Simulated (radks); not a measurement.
Sn XLV, 6 electrons, occupied as [He] 2s2 2p2. Method: Dirac Kohn-Sham, relativistic LDA (MacDonald-Vosko exchange, VWN5 correlation), spin-unpolarised, spherical densities, finite nucleus; open shells fill j = l - 1/2 first; Fermi nuclear charge, rms radius 4.6519 fm; computed with a radial shooting solver on a logarithmic mesh with Libxc functionals. Some entries of the table are withheld. Estimate them.

orbital,occ.,eigenvalue (hartree),<r> (bohr)
1s1/2,2,(1),(2)
2s1/2,2,(3),0.1196
2p1/2,2,-273.1748,(4)
2p3/2,0,-263.6614,(5)

Answer. 
(1) 1s1/2 eigenvalue (hartree): -1198.473
(2) 1s1/2 <r> (bohr): 0.02907
(3) 2s1/2 eigenvalue (hartree): -279.0213
(4) 2p1/2 <r> (bohr): 0.1001
(5) 2p3/2 <r> (bohr): 0.1049
